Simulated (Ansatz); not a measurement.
```yaml
crystal:
  periodic: [false, false, false]
  atoms:
    - {symbol: Si, position_ang: [-0.580573, -0.487955, -0.413969]}
    - {symbol: As, position_ang: [0.948529, 0.233906, 1.239525]}
    - {symbol: H, position_ang: [-1.924213, -0.597391, 0.211462]}
    - {symbol: H, position_ang: [-0.158410, -1.833717, -0.882163]}
    - {symbol: H, position_ang: [-0.662159, 0.428001, -1.580857]}
    - {symbol: H, position_ang: [0.419087, 1.660609, 1.183063]}
    - {symbol: H, position_ang: [2.018941, 0.528648, 0.197240]}
basis:
  gaussian: {orbitals: ANO-RCC-VTZP}
magnetization: {spin_polarized: true, initial_magnetization: 6}
hamiltonian: {xc: {name: wPBEh}}
output: {forces: true}
```

```sh
$ ansatz run in.yaml --threads 4 --pin off --events-out ev --progress --plain --max-ram 10444MiB
```

Shortened log:

```
Functional definition: wPBEh
1158 factors; their error is unknown
98 factors; integrals over basis functions are off by at most 3.8e-6 eV
mean field evaluation 1: about -69463.4733 eV, gradient 1.5e1 eV
mean field evaluation 2: about -69444.4972 eV, gradient 4.2e1 eV
mean field evaluation 4: about -69465.5640 eV, gradient 4.2e0 eV
mean field evaluation 8: about -69465.8457 eV, gradient 1.1e0 eV
mean field evaluation 16: about -69466.1374 eV, gradient 8.3e-4 eV
mean field -69466.13743010 eV, -2552.8334647172 hartree, gradient 3.0e-5 eV, S^2 12.006347; 5 other end points of the search recorded, 0 dependent functions left out
reference -69466.13750435 eV, -2552.8334674458 hartree; 29, 23 occupied and 118, 124 virtual orbitals, 1158 factors
Total energy: -69466.13750435 eV, -2552.8334674458 hartree
Relativity: scalar
Atom 0 at    -0.580573    -0.487955    -0.413969 Å, force    -2.761677    -0.790714    -3.553683 eV/Å
Atom 1 at     0.948529     0.233906     1.239525 Å, force     0.481579    -6.709305     8.504435 eV/Å
Atom 2 at    -1.924213    -0.597391     0.211462 Å, force    -0.274037    -0.018018     0.471441 eV/Å
Atom 3 at    -0.158410    -1.833717    -0.882163 Å, force     0.318853    -0.435456     0.095931 eV/Å
Atom 4 at    -0.662159     0.428001    -1.580857 Å, force    -0.012535     0.211667    -0.261735 eV/Å
Atom 5 at     0.419087     1.660609     1.183063 Å, force    -2.128650     6.173222    -0.623279 eV/Å
Atom 6 at     2.018941     0.528648     0.197240 Å, force     4.376467     1.568604    -4.633110 eV/Å
Dipole moment:    -0.165799    -0.167610    -0.077745 e Å
```

Problem. What is wrong with this run?

Solution. The spin is set far too high for this molecule. Self-consistency was reached. The result belongs to that input, not to the molecule as meant.
